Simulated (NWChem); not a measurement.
Molecule: C3H6OSi; SMILES CO[SiH2]C#C

```xyz
11

Si     0.9616    -0.0254    -0.0937
C     -0.0634     1.5029     0.0118
C     -0.7730     2.5041     0.0852
O      0.0858    -1.3597     0.4177
C     -1.1388    -1.7484    -0.1778
H      2.1314     0.0760     0.8318
H      1.4093    -0.1780    -1.5237
H     -1.3918     3.3899     0.1521
H     -1.5277    -2.6333     0.3659
H     -1.0131    -2.0304    -1.2493
H     -1.9054    -0.9418    -0.1223
```
Atoms are numbered in this order, from 1.

Structure relaxed at the PBE-D3(BJ)/def2-SVP level.

Task: List the 4 lowest vertical singlet excitations from BHandHLYP/6-31+G* (spherical d), TDA (NWChem).

Result: 
```json
[
 {"state": "S1", "energy (eV)": "5.70", "oscillator strength": "0.000", "leading excitation (squared amplitude)": "HOMO → LUMO (0.73)"},
 {"state": "S2", "energy (eV)": "6.05", "oscillator strength": "0.001", "leading excitation (squared amplitude)": "HOMO−1 → LUMO (0.43)"},
 {"state": "S3", "energy (eV)": "6.14", "oscillator strength": "0.000", "leading excitation (squared amplitude)": "HOMO−1 → LUMO+2 (0.72)"},
 {"state": "S4", "energy (eV)": "7.34", "oscillator strength": "0.004", "leading excitation (squared amplitude)": "HOMO−2 → LUMO (0.88)"}
]
```
